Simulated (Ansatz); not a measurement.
Basis-set series for `C[CH2][Ge][Cl]`. Charge 0, multiplicity 1. All single points use the PBE0-D4/def2-TZVP geometry. It is one conformer, not always the lowest.

| functional | basis | functions | energy (Eh) | HOMO (eV) | LUMO (eV) |
| --- | --- | --- | --- | --- | --- |
| PBE0-D4 | def2-SVP | 103 | -2615.48421 | -6.60 | -2.47 |
| PBE0-D4 | def2-TZVPP | 222 | -2615.99089 | -6.66 | -2.53 |
| ωB97M-V | def2-SVP | 103 | -2615.80352 | -8.69 | -0.49 |
| ωB97M-V | def2-TZVPP | 222 | -2616.31325 | -8.76 | -0.57 |

Question: Give the rows for def2-QZVPP. (Estimate.)

Answer: The calculation gave: 
```json
{"functional": "PBE0-D4", "basis": "def2-QZVPP", "functions": "423", "energy (Eh)": "-2616.05380", "HOMO (eV)": "-6.70", "LUMO (eV)": "-2.57"}
{"functional": "ωB97M-V", "basis": "def2-QZVPP", "functions": "423", "energy (Eh)": "-2616.37440", "HOMO (eV)": "-8.81", "LUMO (eV)": "-0.68"}
```

Scalar relativity is left out up to krypton.

All numbers were calculated with Ansatz.
